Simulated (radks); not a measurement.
Results of a calculation; reference values are marked as such.
Question: Numerical settings for the praseodymium ion Pr24+, [Ar] 3d10 4s2 4p5. Code: a radial shooting solver on a logarithmic mesh with Libxc functionals. Model: Dirac Kohn-Sham, BLYP, spin-unpolarised, spherical densities, finite nucleus; open shells fill j = l - 1/2 first; Fermi nuclear charge, rms radius 4.8919 fm. The defaults (mesh step 0.008 in ln r, mesh end at 40 bohr or more with all orbitals vanishing there, Anderson mixing 0.5 over 9 steps, residual threshold near 1e-9 with the energy settled to 1e-9 hartree or 1e-11 of itself, here a cap of 91 iterations) give E = -8981.5820 hartree and 4p3/2 at -823.73 eV in 14 iterations. Run on one thread of a shared host, so times are rough (Arm Neoverse N1): 0.12 s of CPU time, 0.12 s wall, 14 iterations on 2189 mesh points. One setting is changed at a time: mesh step in ln r 0.05; mesh step in ln r 0.12; mesh step in ln r 0.03; mesh end (bohr) 1; mesh end (bohr) 3; residual threshold 1e-16; residual threshold 1e-13; mixing 1; linear mixing, mixing 0.2; linear mixing, mixing 1; mixing history 20; iteration cap 5. Which runs fail to converge, and which converge to a wrong energy?

Answer: Not converged within the cap: mesh step in ln r 0.12; residual threshold 1e-16; linear mixing, mixing 1; iteration cap 5. Settings that end as converged yet miss the energy by more than 1 mhartree: mesh end (bohr) 1 (+6.73 hartree).
